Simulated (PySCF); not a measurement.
**Ca: ionisation energy**

Ca [Ar] 4s2 → Ca⁺ [Ar] 4s1 [4s1/2^1, M_J = 1/2], as a difference of total energies. All numbers are calculated (PySCF 2.14, the two-component X2C-1e Hamiltonian, in x2c-SVPall-2c with one added diffuse shell of s type (6s5p2d, 31 functions)). Correlated levels: [Ne] frozen; the 6 highest virtual spinors dropped. "Screened" scales the spin-orbit matrix elements by Boettger's factors to mimic the two-electron term; Breit and QED terms are absent.

| method | ionisation energy (eV) |
| --- | --- |
| GHF (screened spin-orbit) | 5.145 |
| GMP2 (screened spin-orbit) | 5.817 |

**Question.** How much does correlation contribute at GMP2 (screened spin-orbit)?

**Answer.** 5.817 − (5.145) = 0.672 eV, measured against GHF (screened spin-orbit).

Errors of the correlated levels include the incompleteness of this basis and the frozen core.

MP2 underrates the near-degeneracy of ns² with np² in the lower species.

For comparison: 6.113 eV (measured; NIST Atomic Spectra Database, ionization energies).
